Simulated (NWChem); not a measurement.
**CH₂F (+1)**

```xyz
4

C      0.0000     0.0000    -0.5879
F      0.0000     0.0000     0.6355
H     -0.9845     0.0000    -1.0961
H      0.9845     0.0000    -1.0961
```
Charge +1, spin multiplicity 1.

Everything below was run with NWChem. Structure: optimised with PBE0/def2-SVP, a minimum by its harmonic frequencies.

Symmetry labels belong to the abelian group C2v used in the runs, with the axes of the coordinates shown.

The spin multiplicity of the parent species was assumed, not shown to be that of its ground state. The structure started from a generated list of species.

List the lowest 3 singlet excitations that CIS/def2-SVPD gives, with oscillator strengths.


| state | symmetry | energy (eV) | wavelength (nm) | f |
|---|---|---|---|---|
| 1 | a2 | 6.45 | 192 | 0.000 |
| 2 | b2 | 11.77 | 105 | 0.039 |
| 3 | a2 | 12.56 | 99 | 0.000 |
